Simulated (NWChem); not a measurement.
Program: NWChem. System: H₅As₂B, charge 0, spin multiplicity 1, displaced from the optimised geometry. The structure started from a generated list of species. Level: BLYP/def2-SVP.

Job file:

```
start mol
memory heap 200 mb stack 800 mb global 1000 mb
geometry units angstroms nocenter noautoz
  B      0.000000     0.000000    -0.873982
  As    -0.747034     1.637294     0.078110
  H      0.037523     2.732415    -0.685134
  H      0.142539     1.631433     1.345385
  As     0.747034    -1.637294     0.078110
  H     -0.037523    -2.732415    -0.685134
  H     -0.142539    -1.631433     1.345385
  H      0.000000     0.000000    -2.105879
  symmetry group C2
end
basis spherical
  * library def2-svp
end
basis "cd basis" spherical
  * library weigend_coulomb_fitting
end
dft
  xc becke88 lyp
  semidirect memsize 60000000 filesize 0
  iterations 100
end
task dft gradient
```

Part of the output:

```
             Northwest Computational Chemistry Package (NWChem) 7.3.0
             --------------------------------------------------------

                                NWChem Input Module
                                -------------------

 Scaling coordinates for geometry "geometry" by  1.889725989
 (inverse scale =  0.529177249)

 Turning off AUTOSYM since
 SYMMETRY directive was detected!

                             Geometry "geometry" -> ""
                             -------------------------

 Output coordinates in angstroms (scale by  1.889725989 to convert to a.u.)

  No.       Tag          Charge          X              Y              Z
 ---- ---------------- ---------- -------------- -------------- --------------
    1 B                    5.0000     0.00000000     0.00000000    -0.87398200
    2 As                  33.0000    -0.74703400     1.63729400     0.07811000
    3 H                    1.0000     0.03752300     2.73241500    -0.68513400
    4 H                    1.0000     0.14253900     1.63143300     1.34538500
    5 As                  33.0000     0.74703400    -1.63729400     0.07811000
    6 H                    1.0000    -0.03752300    -2.73241500    -0.68513400
    7 H                    1.0000    -0.14253900    -1.63143300     1.34538500
    8 H                    1.0000     0.00000000     0.00000000    -2.10587900

 Effective nuclear repulsion energy (a.u.)     328.4786670553

            Nuclear Dipole moment (a.u.)
            ----------------------------
        X                 Y               Z
 ---------------- ---------------- ----------------
    -0.0000000000    -0.0000000000    -0.0000510226

      Symmetry information
      --------------------

 Group name             C2
 Group number              4
 Group order               2
 No. of unique centers     5

      Symmetry unique atoms

     1    2    3    4    8


 Summary of "ao basis" -> "" (spherical)
 ------------------------------------------------------------------------------
       Tag                 Description            Shells   Functions and Types
 ---------------- ------------------------------  ------  ---------------------
 *                          def2-svp                  on all atoms

 Summary of "cd basis" -> "" (spherical)
 ------------------------------------------------------------------------------
       Tag                 Description            Shells   Functions and Types
 ---------------- ------------------------------  ------  ---------------------
 *                  weigend_coulomb_fitting           on all atoms

                                 NWChem DFT Module
                                 -----------------

 Summary of "ao basis" -> "ao basis" (spherical)
 ------------------------------------------------------------------------------
       Tag                 Description            Shells   Functions and Types
 ---------------- ------------------------------  ------  ---------------------
 B                          def2-svp                 6       14   3s2p1d
 As                         def2-svp                12       32   5s4p3d
 H                          def2-svp                 3        5   2s1p

 Summary of "cd basis" -> "cd basis" (spherical)
 ------------------------------------------------------------------------------
       Tag                 Description            Shells   Functions and Types
 ---------------- ------------------------------  ------  ---------------------
 B                  weigend coulomb fitting         15       49   6s4p3d1f1g
[...]
    31     -0.530510  2 As pz                73      0.530510  5 As pz
    30      0.509797  2 As py                72      0.509797  5 As py
    48     -0.467535  3 H  s                 90      0.467535  6 H  s
    19     -0.288119  2 As s                 61      0.288119  5 As s

 Vector   41  Occ=0.000000D+00  E=-2.163127D-03  Symmetry=a
              MO Center= -4.0D-13,  1.5D-12,  4.5D-02, r^2= 6.5D+00
   Bfn.  Coefficient  Atom+Function         Bfn.  Coefficient  Atom+Function
  ----- ------------  ---------------      ----- ------------  ---------------
    31      0.711385  2 As pz                73      0.711385  5 As pz
    53     -0.562747  4 H  s                 95     -0.562747  7 H  s
    48      0.462674  3 H  s                 90      0.462674  6 H  s
     3      0.456939  1 B  s                  9      0.364139  1 B  pz
   100      0.278688  8 H  s                 28      0.251033  2 As pz

 center of mass
 --------------
 x =   0.00000000 y =  -0.00000000 z =   0.01470382

 moments of inertia (a.u.)
 ------------------
        1572.985457135397         652.076244228734           0.000000000000
         652.076244228734         364.401665477433          -0.000000000000
           0.000000000000          -0.000000000000        1806.131814804570

     Multipole analysis of the density
     ---------------------------------

     L   x y z        total         alpha         beta         nuclear
     -   - - -        -----         -----         ----         -------
     0   0 0 0     -0.000000    -38.000000    -38.000000     76.000000

     1   1 0 0      0.000000      0.000000      0.000000     -0.000000
     1   0 1 0     -0.000000     -0.000000     -0.000000     -0.000000
     1   0 0 1      0.030355      0.015203      0.015203     -0.000051

     2   2 0 0    -35.451437    -83.567926    -83.567926    131.684415
     2   1 1 0      1.381290    143.632137    143.632137   -285.882983
     2   1 0 1     -0.000000     -0.000000     -0.000000      0.000000
     2   0 2 0    -33.160031   -368.657708   -368.657708    704.155385
     2   0 1 1     -0.000000     -0.000000     -0.000000      0.000000
     2   0 0 2    -33.179700    -40.186667    -40.186667     47.193633

            General Information
            -------------------
          SCF calculation type: DFT
          Wavefunction type:  closed shell.
          No. of atoms     :     8
          No. of electrons :    76
           Alpha electrons :    38
            Beta electrons :    38
          Charge           :     0
          Spin multiplicity:     1
          Use of symmetry is: on ; symmetry adaption is: on
          Maximum number of iterations: 100
          AO basis - number of functions:   103
                     number of shells:    45
          A Charge density fitting basis will be used.
          CD basis - number of functions:   220
                     number of shells:    76
          Convergence on energy requested:  1.00D-06
          Convergence on density requested:  1.00D-05
          Convergence on gradient requested:  5.00D-04

              XC Information
              --------------
                    Becke 1988 Exchange Functional  1.000
              Lee-Yang-Parr Correlation Functional  1.000

             Grid Information
             ----------------
          Grid used for XC integration:  medium
          Radial quadrature: Mura-Knowles
          Angular quadrature: Lebedev.
          Tag              B.-S. Rad. Rad. Pts. Rad. Cut. Ang. Pts.
          ---              ---------- --------- --------- ---------
          B                   0.85       49           9.0       434
          As                  1.15      112          11.0       590
          H                   0.35       45          13.0       434
          Grid pruning is: on
          Number of quadrature shells:   296
          Spatial weights used:  Erf1

          Convergence Information
          -----------------------
          Convergence aids based upon iterative change in
          total energy or number of iterations.
          Levelshifting, if invoked, occurs when the
          HOMO/LUMO gap drops below (HL_TOL):  1.00D-02
          DIIS, if invoked, will attempt to extrapolate
          using up to (NFOCK): 10 stored Fock matrices.

                    Damping( 0%)  Levelshifting(0.5)       DIIS
                  --------------- ------------------- ---------------
          dE  on:    start            ASAP                start
          dE off:    2 iters        100 iters           100 iters

      Screening Tolerance Information
      -------------------------------
          Density screening/tol_rho:  1.00D-10
          AO Gaussian exp screening on grid/accAOfunc:  14
          CD Gaussian exp screening on grid/accCDfunc:  20
          XC Gaussian exp screening on grid/accXCfunc:  20
          Schwarz screening/accCoul:  1.00D-08

  int_init: cando_txs set to always be  F
  intd_init: cando_txs set to always be  F

                            NWChem DFT Gradient Module
                            --------------------------

  charge          =   0.00
  wavefunction    = closed shell

  Using symmetry

                         DFT ENERGY GRADIENTS

    atom               coordinates                        gradient
                 x          y          z           x          y          z
   1 B       0.000000   0.000000  -1.651586    0.000000   0.000000   0.004429
   2 As     -1.411690   3.094037   0.147606   -0.002267   0.000429   0.000770
   3 H       0.070908   5.163516  -1.294716    0.000635   0.002273  -0.001891
   4 H       0.269360   3.082961   2.542409    0.001053  -0.000166   0.003099
   5 As      1.411690  -3.094037   0.147606    0.002267  -0.000429   0.000770
   6 H      -0.070908  -5.163516  -1.294716   -0.000635  -0.002273  -0.001891
   7 H      -0.269360  -3.082961   2.542409   -0.001053   0.000166   0.003099
   8 H       0.000000   0.000000  -3.979534    0.000000   0.000000  -0.008385

                 ----------------------------------------
                 |  Time  |  1-e(secs)   |  2-e(secs)   |
                 ----------------------------------------
                 |  CPU   |       0.01   |       0.00   |
                 ----------------------------------------
                 |  WALL  |       0.01   |       0.00   |
                 ----------------------------------------

 Task  times  cpu:        4.6s     wall:        4.6s

 Total times  cpu:        4.6s     wall:        4.6s
```
